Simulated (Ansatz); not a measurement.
A run for Ansatz (a first-principles code): R-wB97M-V/def2-TZVPP on BFH3N (SMILES NBF), atoms moved off the minimum.

Ansatz 0.2 input:
```yaml
crystal:
  periodic: [false, false, false]
  atoms:
    - {symbol: B, position_ang: [-0.08557591, -0.54885638, 0.03402946]}
    - {symbol: H, position_ang: [-0.47700073, -1.60949157, -0.22528759]}
    - {symbol: F, position_ang: [0.85818564, -0.15461593, 0.98995708]}
    - {symbol: N, position_ang: [-0.55261297, 0.58925744, -0.92242963]}
    - {symbol: H, position_ang: [-0.29332322, 1.46845428, -0.78008655]}
    - {symbol: H, position_ang: [-1.20766110, 0.49882497, -1.51216458]}
basis:
  gaussian:
    orbitals: def2-TZVPP
hamiltonian:
  xc: {name: wB97M-V}
scf: {lower_state_search: off}
output: {forces: true}
```

Output:

```
WARN ansatz: RAYON_NUM_THREADS=1 ignored (pool sized by the plan → 1); use --threads N
Functional definition: wB97M-V
these checks for a lower state are left out or cut short: stability, starts, cluster_reference, orbital_swaps, neighbouring_geometries, increment
integrals: 0.05 GiB planned
657 factors; their error is unknown
integrals: 0.08 GiB planned
166 factors; integrals over basis functions are off by at most 1.1e-5 eV
mean field: 0.50 GiB planned
mean field evaluation 1: about -4928.7391 eV, gradient 5.5e1 eV
mean field evaluation 2: about -4928.7294 eV, gradient 5.6e1 eV
mean field evaluation 4: about -4934.1208 eV, gradient 8.4e-1 eV
mean field evaluation 8: about -4934.1251 eV, gradient 2.2e-2 eV
mean field evaluation 16: about -4934.1313 eV, gradient 2.4e-4 eV
mean field -4934.13132524 eV, -181.3259817281 hartree, gradient 5.2e-6 eV, S^2 0.000000; 0 other end points of the search recorded, 0 dependent functions left out
the calculation of the forces begins
reference -4934.13136605 eV, -181.3259832280 hartree; 12, 12 occupied and 123, 123 virtual orbitals, 657 factors
Total energy: -4934.13136605 eV, -181.3259832280 hartree
Atom 0 at    -0.085576    -0.548856     0.034029 Å, force     0.458534     4.971429    -1.836337 eV/Å
Atom 1 at    -0.477001    -1.609492    -0.225288 Å, force     0.009384    -0.753926     0.476726 eV/Å
Atom 2 at     0.858186    -0.154616     0.989957 Å, force    -1.805474    -1.101191    -1.566767 eV/Å
Atom 3 at    -0.552613     0.589257    -0.922430 Å, force     5.835158    -6.220666     7.440930 eV/Å
Atom 4 at    -0.293323     1.468454    -0.780087 Å, force     1.469349     4.324686     0.869647 eV/Å
Atom 5 at    -1.207661     0.498825    -1.512165 Å, force    -5.966950    -1.220332    -5.384200 eV/Å
Dipole moment:    -0.276577     0.085616    -0.242034 e Å
Checks for a lower state left out: stability, starts, cluster_reference, orbital_swaps, neighbouring_geometries, increment
```

The calculation finished and met its thresholds.

Cost: roughly 5 core-seconds.
